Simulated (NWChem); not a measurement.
Species: InH₃S; SMILES [SH][InH2]

Program: NWChem. The geometry was optimised at PBE0/def2-SVP. def2 effective core potentials on In; no spin-orbit coupling. Ions are spin-unrestricted doublets at the neutral geometry; other ion states weren't tried. Functional: LC-ωPBE (HJS hole) with def2-SVP; rows give the range parameter ω in 1/bohr.

```
range parameter (1/bohr)  vertical ionisation energy, ΔSCF (eV)  −ε(HOMO) (eV)  ΔSCF minus −ε(HOMO) (eV)
------------------------  -------------------------------------  -------------  ------------------------
0.10                                                       9.61           7.56                      2.05
0.15                                                       9.61           8.16                      1.45
0.35                                                       9.61           9.71                     -0.10
0.50                                                       9.62          10.29                     -0.67
```
